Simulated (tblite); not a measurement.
Compound: C4H5BO3S.
Bonds: O1–B2, B2–O3, B2–C4, C4–C5 (aromatic), C5–S6 (aromatic), S6–C7 (aromatic), C7–O8, C7–C9 (aromatic), C4–C9 (aromatic). Hydrogens: H10 on O1; H11 on O3; H12 on C5; H13 on O8; H14 on C9.

Computed with GFN2-xTB (tblite), gas phase: L-BFGS steps from a force-field or distance-geometry start until the largest atomic force falls under 0.01 eV/Å.

Geometry at step 78:
```
atom  x, y, z in Å
O1     -2.6682    0.3490    0.6918
B2     -1.7204    0.1287   -0.2692
O3     -2.0848    0.2611   -1.5616
C4     -0.2274   -0.2082    0.1088
C5      0.1344   -0.8907    1.2320
S6      1.8413   -0.9903    1.4649
C7      2.0923   -0.0909    0.0049
O8      3.3634    0.2111   -0.3552
C9      0.9246    0.2322   -0.6071
H10    -2.3830    0.2392    1.5971
H11    -3.0079    0.4938   -1.6756
H12    -0.4945   -1.3676    1.9559
H13     3.3628    0.8555   -1.0758
H14     0.8667    0.7766   -1.5332
```

**Question.** Give the atomic forces at this geometry.

**Answer.** 
```
atom  Fx (eV/Å)  Fy (eV/Å)  Fz (eV/Å)
  O1      0.060     -0.107     -0.099
  B2     -0.061      0.067      0.028
  O3      0.047      0.005      0.079
  C4      0.000     -0.058      0.018
  C5      0.018      0.055      0.032
  S6      0.037      0.000     -0.067
  C7     -0.003      0.030     -0.042
  O8      0.022      0.037     -0.027
  C9     -0.010      0.076      0.002
 H10     -0.002      0.020     -0.024
 H11      0.032     -0.011      0.001
 H12     -0.065     -0.009      0.026
 H13     -0.055     -0.126      0.043
 H14     -0.020      0.019      0.031
```

The largest, 0.16 eV/Å, acts on O1; the rms over all components is 0.048 eV/Å. The forces sum to zero within rounding, as they must for an isolated molecule in no field.

**Question.** Give the force on O1 in Eh/bohr and in nN.

**Answer.** 0.158 eV/Å ÷ 51.422 = 0.00307 Eh/bohr, and 0.158 eV/Å × 1.602 = 0.25 nN.

**Question.** How far is this geometry from the end of the optimisation?

**Answer.** 0.044 eV above it, and 0.347 Å rms away after alignment. The bonds farthest from their final lengths, with half the difference of the two atoms' forces along the bond (positive lengthens):

```tsv
bond	now (Å)	final (Å)	force along bond (eV/Å)
O1–B2	1.368	1.362	-0.10
B2–C4	1.577	1.572	+0.04
O8–H13	0.967	0.964	-0.08
C7–C9	1.357	1.356	0.00
C5–H12	1.071	1.073	+0.04
```

The angle farthest from its final value is O1–B2–C4, 121.5° against 123.8°.

The cost below is that of the whole relaxation. Time: 1.3 s wall. Hardware: an Arm Neoverse N1 with one thread, shared host with 64 logical CPUs at a one-minute load of 61.
